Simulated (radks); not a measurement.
Be+, configuration [He] 2s1. Calculated with a radial shooting solver on a logarithmic mesh with Libxc functionals: non-relativistic Kohn-Sham, exchange-only PBE, spin-polarised, spherical densities, point nucleus; open shells are filled with parallel spins first.

Normalised radial functions P(r) = r R(r), r in bohr:

r,1s down,2s up
0.01893,0.2584,0.0612
0.02565,0.3409,0.0807
0.03477,0.4454,0.1054
0.0475,0.5782,0.1366
0.06437,0.7325,0.1726
0.08724,0.9065,0.2125
0.1182,1.0873,0.2523
0.1615,1.2546,0.2850
0.2189,1.3638,0.2967
0.2967,1.3784,0.2719
0.4021,1.2666,0.1931
0.5493,1.0198,0.0439
0.7444,0.6991,-0.1636
1.009,0.3857,-0.3999
1.367,0.1587,-0.6060
1.868,0.0422,-0.6970
2.532,0.0068,-0.6046
3.431,0.0005,-0.3873
4.65,0.0000,-0.1729
6.353,0.0000,-0.0453

1s down: eigenvalue -116.43 eV, 0 radial nodes, <r> = 0.420 bohr, 90 % of the charge inside 0.758 bohr. 2s up: eigenvalue -14.125 eV, 1 radial node at r = 0.590 bohr, <r> = 2.27 bohr, 90 % of the charge inside 3.52 bohr.
